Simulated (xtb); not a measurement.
xtb input:

```bash
xtb mol.xyz --gfnff --opt tight --chrg 0 --uhf 0
```
mol.xyz:
```
6

N     -1.70610600    -0.30198399     0.09266808
B     -0.34388816    -0.06086885     0.01867847
Cl     0.25552594     1.55704790    -0.37806626
Cl     0.81122835    -1.36823038     0.32012492
H     -2.08200363    -1.20817109     0.31535187
H     -2.39063636     0.41650536    -0.07241799
```

Task: What final total energy does it print?

Result: -0.62782 Eh (GFN-FF).
